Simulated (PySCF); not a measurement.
# Basis-set dependence of excited states

Species: H8NPSi2.
Atom-mapped SMILES: `[NH2:1][SiH2:2][PH:3][SiH3:4]` (hydrogens: H5, H6 on N1; H7, H8 on Si2; H9 on P3; H10, H11, H12 on Si4)

TDDFT with PBE0 (PySCF), vertical singlets, core orbitals frozen in the response, spherical d and f functions. Isolated species at its PBE0-D3(BJ)/def2-SVP geometry (one conformer only).

```tsv
basis	functions	diffuse	S1 (eV)	S2 (eV)	S3 (eV)	S4 (eV)	S5 (eV)	LUMO (eV)	α (au)
6-31G*	84	no	5.94	6.14	6.57	6.69	6.83	0.39	77.2
6-31+G*	100	yes	5.52	5.93	6.08	6.16	6.33	-0.34	86.9
def2-SVP	108	no	5.92	6.32	6.54	6.60	6.80	0.34	80.6
def2-SVPD	156	yes	5.70	6.02	6.21	6.27	6.35	-0.10	94.9
aug-cc-pVDZ	176	yes	5.45	5.87	5.92	6.05	6.15	-0.45	97.5
def2-TZVP	190	no	5.67	6.01	6.25	6.28	6.42	-0.04	90.5
def2-TZVPD	238	yes	5.52	5.88	6.03	6.09	6.18	-0.32	96.7
```

**Question.** How much do these states and the polarisability depend on the basis?

**Answer.** States are compared by their number. Against the largest diffuse basis here (def2-TZVPD, itself not a converged limit), sets without diffuse functions differ by up to 0.42 eV in S1 and 0.65 eV in S5; the smaller diffuse sets differ by up to 0.18 and 0.17 eV. State by state, the largest deviation of a set without diffuse functions is S1 0.42, S2 0.44, S3 0.55, S4 0.60, S5 0.65 eV. The same number needn't mean the same state in each row. Against def2-TZVPD the polarisability deviates by -20% in 6-31G*, -10% in 6-31+G*, -17% in def2-SVP, -2% in def2-SVPD, +1% in aug-cc-pVDZ, -6% in def2-TZVP. A single + in a Pople set puts diffuse functions on heavy atoms only.

Without π bonds the low states are Rydberg-like; a valence basis with one diffuse set may place them up to an eV too high.
